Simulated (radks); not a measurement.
Removal energies from the cerium ion Ce11+, [Kr] 4d10 5s1, by Delta-SCF beside the eigenvalue of the level emptied. All-electron calculation, Dirac Kohn-Sham, BLYP, spin-unpolarised, spherical densities, finite nucleus; Fermi nuclear charge, rms radius of each element as measured or else 0.836 A^(1/3) + 0.57 fm. Program: a radial shooting solver on a logarithmic mesh with Libxc functionals. Sub-shells are occupied by j as written (lower j first in brackets).

[
 {"removed from": "5s1/2", "final configuration": "[Kr] 4d10", "Delta-SCF (eV)": "193.80", "-eigenvalue (eV)": "185.15"},
 {"removed from": "4d5/2", "final configuration": "[Kr] 4d(3/2: 4, 5/2: 5) 5s1", "Delta-SCF (eV)": "290.80", "-eigenvalue (eV)": "276.15"},
 {"removed from": "4d3/2", "final configuration": "[Kr] 4d(3/2: 3, 5/2: 6) 5s1", "Delta-SCF (eV)": "294.46", "-eigenvalue (eV)": "279.68"},
 {"removed from": "4p3/2", "final configuration": "[Ar] 3d10 4s2 4p(1/2: 2, 3/2: 3) 4d10 5s1", "Delta-SCF (eV)": "389.24", "-eigenvalue (eV)": "373.79"}
]
